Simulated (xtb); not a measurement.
C₂H₈OSi, SMILES CO[SiH2]C. All values are semi-empirical tight-binding results from xtb (GFN2-xTB unless named), good for trends rather than for accurate numbers. Geometry optimised at GFN2-xTB. One conformer was computed; it need not be the lowest.

Computed properties:
The point group as xtb finds it comes out as Cs and the orbital gap is 6.55 eV. The dipole moment comes out as 0.96 D, the zero-point energy comes out as 58.9 kcal/mol and the G − E(el) at 298.15 K (modified RRHO) is 39.8 kcal/mol. The static polarisability (D4 model) comes out as 61.0 bohr³. The solvation energy, GFN2-xTB/ALPB(water) comes out as -0.2 kcal/mol and the solvation energy, GFN2-xTB/ALPB(chcl3) comes out as -3.6 kcal/mol.
